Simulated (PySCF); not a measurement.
# Computed structure and properties of Gd(OH)3

System: Gd(OH)3 (singlet in the valence; each metal's 4f electrons, 7 of them, lie in its core potential, out of spins and levels); start: template (C3v). Method: PySCF 2.14.0, RKS PBE0, Gd lcecp-1-SVP with ECP53, O def2-SVP, H def2-SVP; non-relativistic Hamiltonian with scalar-relativistic core potentials where named; density fitting; no spin-orbit coupling.

Input of the relaxation:

```python
mol = gto.M(atom='''
Gd    -0.00000    -0.00000    -0.00506
O      2.17580    -0.00000    -0.00506
H      3.07579    -0.00000     0.34494
O     -1.08790     1.88430    -0.00506
H     -1.53789     2.66371     0.34494
O     -1.08790    -1.88430    -0.00506
H     -1.53790    -2.66371     0.34494''',
    basis={'Gd': 'lcecp-1-SVP', 'O': 'def2-SVP', 'H': 'def2-SVP'},
    ecp={'Gd': 'lcecp-1-SVP'},
    charge=0, spin=0)
mf = dft.RKS(mol, xc='PBE0')
mf.grids.atom_grid = (50, 194)  # f atoms: unpruned, at least (60, 302)
mf = mf.density_fit()  # fitting sets: Gd AutoAux, O def2-universal-JKFIT, H def2-universal-JKFIT
mf.conv_tol = 1e-08; mf.max_cycle = 55
mf.kernel(dm0)  # dm0: converged density of the start geometry
# quasi-Newton relaxation in Cartesian coordinates to a largest gradient under 0.00045 Eh/bohr, steps kept in the point group
```

Run from Python with OMP_NUM_THREADS=2; the lines above give its settings. Where DIIS fails, smearing, a level shift and second-order steps follow.
It took 28 s on 2 threads of AMD EPYC 9R45 96-Core Processor (Zen 5) (shared host), from the converged density of the start.

Course of the relaxation:

```csv
step,energy above end (eV),largest force component within the symmetry (eV/Å)
0,0.4268,1.410
1,0.1526,0.770
2,0.0577,0.477
3,0.0222,0.475
4,0.0143,0.088
5,0.0116,0.146
6,0.0102,0.136
7,0.0056,0.188
8,0.0030,0.217
9,0.0024,0.193
10,0.0013,0.024
11,0.0009,0.076
12,0.0005,0.071
13,0.0002,0.042
14,0.0000,0.002
```

Relaxed geometry (C3v):

```xyz
7

Gd    0.0000    0.0000    0.0520
O     2.0698    0.0000    0.1289
H     3.0235    0.0000    0.1919
O    -1.0349    1.7925    0.1289
H    -1.5118    2.6185    0.1919
O    -1.0349   -1.7925    0.1289
H    -1.5118   -2.6185    0.1919
```

```tsv
contact	Å
Gd1–O2 (OH)	2.071
Gd1–O4 (OH)	2.071
Gd1–O6 (OH)	2.071
```

On the finer grid (75, 302):

```json
{
  "HOMO": "-7.59 eV",
  "LUMO": "-1.30 eV",
  "Dipole about the centre of mass": "0.27 D",
  "Set of Mulliken populations of Gd1 outside the core potential": "s 2.13, p 6.33, d 1.35, f 0.09",
  "D3(BJ) dispersion energy (not in the energies)": "-0.090 eV"
}
```

```tsv
atom	Mulliken (e)	Löwdin (e)	spin (e)
Gd1	1.10	0.73	0.00
O2	-0.54	-0.32	0.00
H3	0.18	0.08	0.00
O4	-0.54	-0.32	0.00
H5	0.18	0.08	0.00
O6	-0.54	-0.32	0.00
H7	0.18	0.08	0.00
```

The 4f levels lie in the core potential and are missing. Their spin isn't counted.

On the grid (50, 194), as all that follows. Harmonic modes: a minimum within the noise of the softest modes; lowest 29 cm⁻¹ (negative: unstable), highest 4018 cm⁻¹, zero-point energy 1.031 eV.

Taking off one OH (charge -1, singlet; the rest: singlet) in vacuum, both parts rigid, costs 11.11 eV; the small basis without counterpoise inflates it. Most of it is the attraction of opposite charges; other ways to part are cheaper, and one spin state was tried for the rest.

Rigid scan of OH along the line from its metal:

(distance to O2 (Å), energy (eV)): (1.77, 1.413), (1.87, 0.539), (1.97, 0.116), (2.07, 0.000), (2.17, 0.087), (2.27, 0.305), (2.47, 0.951), (2.77, 2.068), (3.17, 3.424), (3.67, 4.706)

One start shape was tried, so this needn't be the lowest isomer.

An lcecp potential fixes the number of 4f electrons, so in runs with it no electron can move into or out of that shell.
